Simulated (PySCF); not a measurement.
# Nuclear quadrupole coupling in `CC(C)[C@@H]1C[SiH2]O[Si@H]1Cl`

C₅H₁₃ClOSi₂.
Structure used (GFN2-xTB), in Å, numbered top down from 1:
```
atom  x, y, z in Å
C1    -1.9183    1.0818   -0.6403
C2    -1.1838    0.3010    0.4478
C3    -2.0428   -0.8842    0.8898
C4     0.1929   -0.1585   -0.0519
C5     0.9959   -0.9219    1.0212
Si6    2.8463   -0.8104    0.5728
O7     2.7916    0.5701   -0.3208
Si8    1.3479    1.2273   -0.6952
Cl9    1.2818    1.4686   -2.6802
H10   -2.0425    0.4662   -1.5286
H11   -1.3670    1.9756   -0.9225
H12   -2.9037    1.3836   -0.2909
H13   -1.0378    0.9629    1.3099
H14   -3.0278   -0.5407    1.1985
H15   -2.1677   -1.5868    0.0681
H16   -1.5916   -1.4095    1.7273
H17    0.0171   -0.8508   -0.8865
H18    0.8349   -0.4376    1.9881
H19    0.6358   -1.9452    1.1240
H20    3.3098   -1.8722   -0.3137
H21    3.7305   -0.5094    1.6897
H22    1.2881    2.5094   -0.0096
```

Field gradients from the PBE0/pcSseg-1 density (PySCF, non-relativistic), principal values in atomic units, ordered |Vxx| ≤ |Vyy| ≤ |Vzz|:

| atom | Vxx | Vyy | Vzz |
| --- | --- | --- | --- |
| O7 | -0.3438 | -0.5591 | 0.9029 |
| Cl9 | -0.9204 | -1.0219 | 1.9423 |

Question: Find the asymmetry η = (Vxx − Vyy)/Vzz and the couplings χ = eQV/h (234.96 MHz × Q in barn × V in au), with Q(17O) = −0.0256 b, Q(35Cl) = −0.0817 b.

Answer: 
| atom | environment | nucleus | η | χzz (MHz) | χxx (MHz) | χyy (MHz) |
| --- | --- | --- | --- | --- | --- | --- |
| O7 | siloxane oxygen | 17O | 0.24 | -5.43 | 2.07 | 3.36 |
| Cl9 | silicon-bound chlorine | 35Cl | 0.05 | -37.29 | 17.67 | 19.62 |

The tensor is traceless: Vxx + Vyy + Vzz = 0.

Question: What is Vzz at Cl9 in SI units (1 au = 9.71736 × 10²¹ V/m²)?

Answer: 1.9423 au = 18.874 × 10²¹ V/m².

Question: And the gradient at the other heavy atoms, for which no coupling is worked out here?

Answer: 
| atom | environment | Vzz (au) | η |
| --- | --- | --- | --- |
| C1 | methyl carbon | 0.038 | 0.56 |
| C2 | sp3 CH carbon | -0.045 | 0.99 |
| C3 | methyl carbon | 0.048 | 0.24 |
| C4 | sp3 carbon bound to silicon | -0.093 | 0.95 |
| C5 | sp3 carbon bound to silicon | 0.104 | 0.94 |
| Si6 | oxygen-bound silicon | 0.613 | 0.15 |
| Si8 | chlorine-bound silicon | -0.588 | 0.59 |

Were the hydrogens deuterons (Q(2H) = 0.00286 b), χzz would run from 110 kHz (H20) to 213 kHz (H16 and H19).

Isolated species at its GFN2-xTB geometry (one conformer only). GFN2-xTB bond lengths can be off by several hundredths of an ångström, more for odd bonds, and the gradients follow them. The small basis limits the accuracy of the gradients.

These values come from a run that also computed NMR shieldings. On an Arm Neoverse N1 with one thread, no GPU, shared host with 64 logical CPUs at a one-minute load of 60, this took 1.9 min and 1.0 GiB of memory at its peak.
